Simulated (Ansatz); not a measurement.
The same path of BCl2H + BrH (6 atoms, charge 0, multiplicity 1) was run 3 times with different band settings. Lost on the way: B1–H2, Br5–H6. Made: B1–Br5, H2–H6.

Method: Ansatz, RHF/def2-SVP.

Relaxed end points:

```xyz
6
Properties=species:S:1:pos:R:3
B -0.011 0.644 -0.371
H -0.008 0.861 0.796
Cl 1.505 0.535 -1.236
Cl -1.532 0.460 -1.214
Br 0.093 -3.058 1.420
H 0.089 -2.528 2.725
```

```xyz
6
Properties=species:S:1:pos:R:3
B 0.023 -0.688 -0.904
H 0.004 0.286 2.826
Cl 1.512 0.205 -1.092
Cl -1.510 0.136 -1.047
Br 0.071 -2.567 -0.550
H 0.035 -0.458 2.885
```

Common settings: spring 5.0 eV/Å²; optimiser quadratic models (default); start path through a guess of the saddle point; iteration limit 60; end points relaxed.

| run | movable images | climbing image | force threshold |
| --- | --- | --- | --- |
| 1 | 7 | yes | 0.05 eV/Å |
| 2 | 7 | yes | 0.5 eV/Å |
| 3 | 4 | no | 0.05 eV/Å |

(1) What does each run give, and how far can it be trusted?

Answers

(1) Run 1: converged after 22 iterations, highest image 1.919 eV above the first end. Neighbouring images differ by up to 1.4 eV, so the band resolves the path poorly. A vibrational analysis at the climbing image gives one clearly imaginary mode, 1261i cm⁻¹: a first-order saddle point.
Run 2: converged after 8 iterations, highest image 1.918 eV above the first end. The threshold of 0.5 eV/Å is loose, so the images may lie well off the minimum-energy path. Neighbouring images differ by up to 1.4 eV, so the band resolves the path poorly. Another band between the same ends (7 images) ends at a top of the same energy, where a vibrational analysis finds 1 clearly imaginary mode.
Run 3: converged after 24 iterations, highest image 0.862 eV above the first end. No image climbed, so the highest image needn't sit at the top of the path. A band with more images between the same ends climbed to 1.92 eV, so this one has probably stepped over the top.
The orbitals stay closed-shell, which can raise the energy where a bond breaks towards radicals; this wasn't checked here.
